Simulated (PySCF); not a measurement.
Compound: C2H6Se.
Bonds: C1–C2, C2–Se3. Hydrogens: H4, H5, H6 on C1; H7, H8 on C2; H9 on Se3.

A linear-response calculation (PySCF, def2-SVPD basis, gas phase, vertical, core orbitals frozen in the response) gave these numbers; the functional is withheld.

Orbital energies (eV): HOMO-3 -12.43, HOMO-2 -11.79, HOMO-1 -10.70, HOMO -8.34, LUMO 1.56, LUMO+1 1.90, LUMO+2 2.49.

```json
{"state": "S1", "E (eV)": "4.91", "f": "0.0032", "main configurations (H = HOMO, L = LUMO)": "H→L (85%), H→L+4 (8%)"}
{"state": "S2", "E (eV)": "5.72", "f": "0.039", "main configurations (H = HOMO, L = LUMO)": "H→L+1 (92%)"}
{"state": "S3", "E (eV)": "6.85", "f": "0.016", "main configurations (H = HOMO, L = LUMO)": "H→L+2 (86%)"}
{"state": "S4", "E (eV)": "7.06", "f": "0.055", "main configurations (H = HOMO, L = LUMO)": "H→L+3 (59%), H→L+4 (18%), H→L+2 (9%)"}
{"state": "S5", "E (eV)": "7.36", "f": "0.045", "main configurations (H = HOMO, L = LUMO)": "H→L+4 (48%), H→L+3 (34%)"}
{"state": "S6", "E (eV)": "7.72", "f": "0.063", "main configurations (H = HOMO, L = LUMO)": "H→L+5 (42%), H-1→L (29%)"}
```

Triplets, Tamm–Dancoff:

```json
{"state": "T1", "E (eV)": "4.52", "λ (nm)": "274.4", "main configurations (H = HOMO, L = LUMO)": "H→L (80%), H→L+4 (10%)"}
{"state": "T2", "E (eV)": "5.29", "λ (nm)": "234.4", "main configurations (H = HOMO, L = LUMO)": "H→L+1 (80%), H→L+5 (13%)"}
{"state": "T3", "E (eV)": "6.70", "λ (nm)": "185.0", "main configurations (H = HOMO, L = LUMO)": "H-1→L (74%), H-1→L+4 (9%)"}
{"state": "T4", "E (eV)": "6.75", "λ (nm)": "183.8", "main configurations (H = HOMO, L = LUMO)": "H→L+3 (33%), H→L+4 (20%), H→L+2 (15%)"}
```

Vertical ionisation energy by ΔSCF with the same functional: 8.87 eV. Mean static polarisability: 55.8 au.

Question: Which of these was used?
A. HF
B. wB97X-D
C. PBE0
D. PBE

Answer: B. wB97X-D is range-separated, 22% exact exchange at short range and 100% at long range (ω = 0.2 bohr⁻¹). In this run −ε(HOMO) = 8.34 eV differs from the ΔSCF value by -0.53 eV, and S1 differs from the orbital gap of 9.90 eV by -5.00 eV. The ratio −ε(HOMO)/IP is 0.94. Small neutral molecules mostly give 0.89 to 0.99 with wB97X-D, 0.5 to 0.7 with PBE, 0.7 to 0.83 with PBE0; Hartree–Fock can't fall below 1, since the ion's relaxation only lowers the ΔSCF value. The other options: PBE, a GGA without exact exchange; HF, time-dependent Hartree–Fock, 100% exact exchange; PBE0, a global hybrid with 25% exact exchange.

The calculation used TDDFT wB97X-D/def2-SVPD, vertical, gas phase, core orbitals frozen in the response in PySCF 2.14.0, density-fitted response routines. Isolated species at its PBE0-D3(BJ)/def2-SVP geometry (one conformer only). Relativistic effects, spin–orbit coupling among them, are left out although an element past zinc is present.

Time: 16 s. Hardware: one thread, x86-64 server, no GPU, on a shared host.

The values belong to the conformer `[CH3:1][CH2:2][SeH:3]`: H–Se3–C2–C1 -64°.
